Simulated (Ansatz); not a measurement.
Relaxation of C2H3OSi (7 atoms, charge 1, multiplicity 1), to a largest force component of 0.02 eV/Å in at most 50 steps.

All numbers below come from Ansatz, RHF/6-31G*.

```xyz
7
Properties=species:S:1:pos:R:3:forces:R:3
C -0.847 1.587 -0.186 -0.13 0.31 -0.21
C -0.156 0.514 -0.512 0.48 -0.69 -0.23
Si 0.432 -0.946 0.303 -0.99 0.95 1.47
O 1.155 -2.298 0.466 0.77 -0.74 -0.96
H -1.013 2.303 -0.983 0.05 -0.10 0.04
H -1.279 1.862 0.767 0.23 -0.36 -0.12
H 1.709 -3.020 0.145 -0.42 0.62 0.02
```

Where does it end, and by what steps?

The run converged. Limits of this set-up: the dipole of an ion depends on the origin. After 13 steps the energy has fallen by 1.130 eV; H7 moved furthest, 1.25 Å.

| step | energy less start (eV) | largest force component (eV/Å) | accepted |
| --- | --- | --- | --- |
| 0 | 0.0000 | 1.470 | yes |
| 1 | -0.2759 | 1.393 | yes |
| 2 | -0.5556 | 1.134 | yes |
| 3 | -0.7037 | 1.634 | yes |
| 4 | -0.8992 | 1.124 | yes |
| 5 | -1.0175 | 0.871 | yes |
| 6 | -1.0379 | 0.834 | yes |
| 7 | -1.0988 | 0.423 | yes |
| 8 | -1.1079 | 0.370 | yes |
| 9 | -1.0631 | 1.056 | no |
| 10 | -1.1227 | 0.183 | yes |
| 11 | -1.1289 | 0.070 | yes |
| 12 | -1.1297 | 0.026 | yes |
| 13 | -1.1298 | 0.008 | yes |

```xyz
7
Properties=species:S:1:pos:R:3
C -0.732 1.423 -0.263
C -0.240 0.324 0.170
Si 0.322 -1.301 1.347
O 1.139 -2.138 0.273
H -0.589 1.727 -1.291
H -1.299 2.061 0.403
H 1.399 -2.094 -0.638
```

Time of the run: 14 s on 1 thread of Arm Neoverse V2, on a shared host, peak memory 0.12 GiB.
